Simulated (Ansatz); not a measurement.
Relaxation of BH₈NOSi (12 atoms, charge 0, multiplicity 1), to a largest force component of 0.03 eV/Å in at most 50 steps.

Theory: RKS PBE0-D4/def2-SVP in Ansatz 0.2.0.

```xyz
12
Properties=species:S:1:pos:R:3
B -0.060 0.442 -0.415
N 0.006 -0.093 2.272
H -0.708 -0.237 2.982
H 0.902 -0.356 2.684
H 1.091 0.086 -0.512
H -0.984 -0.231 -0.817
O -0.291 1.736 0.026
Si -1.723 2.599 0.155
H -2.865 1.821 -0.410
H -1.961 2.869 1.605
H -1.567 3.892 -0.567
H 0.050 0.922 2.061
```

**Question.** Where does it end, and by what steps?

**Answer.** The forces met the threshold. After 23 steps the energy has fallen by 0.864 eV; H10 moved furthest, 1.15 Å. Joined: B1–N2 (2.74 → 1.64 Å).

```
step  energy less start (eV)  largest force component (eV/Å)  accepted
   0                  0.0000                           0.775       yes
   1                 -0.0902                           1.363       yes
   2                 -0.2427                           1.467       yes
   3                 -0.5086                           1.011       yes
   4                 -0.6928                           1.421       yes
   5                 -0.7437                           0.360       yes
   6                 -0.7702                           0.252       yes
   7                 -0.7950                           0.173       yes
   8                 -0.7846                           0.522        no
   9                 -0.8086                           0.097       yes
  10                 -0.8164                           0.052       yes
  11                 -0.8218                           0.084       yes
  12                 -0.8223                           0.182       yes
  13                 -0.8277                           0.061       yes
  14                 -0.8372                           0.050       yes
  15                 -0.8319                           0.316        no
  16                 -0.8412                           0.234       yes
  17                 -0.8490                           0.110       yes
  18                 -0.8526                           0.133       yes
  19                 -0.8569                           0.118       yes
  20                 -0.8606                           0.120       yes
  21                 -0.8625                           0.051       yes
  22                 -0.8630                           0.042       yes
  23                 -0.8636                           0.009       yes
```

```xyz
12
Properties=species:S:1:pos:R:3
B -0.173 0.543 0.464
N 0.336 -0.120 1.875
H -0.470 -0.355 2.456
H 0.893 -0.961 1.725
H 0.868 0.795 -0.146
H -0.840 -0.345 -0.071
O -0.918 1.693 0.917
Si -1.927 2.667 0.058
H -3.053 1.896 -0.564
H -2.508 3.674 0.998
H -1.216 3.404 -1.036
H 0.898 0.562 2.388
```

Time of the run: 61 s on 2 threads of Arm Neoverse V1 (shared host), peak memory 0.2 GiB.
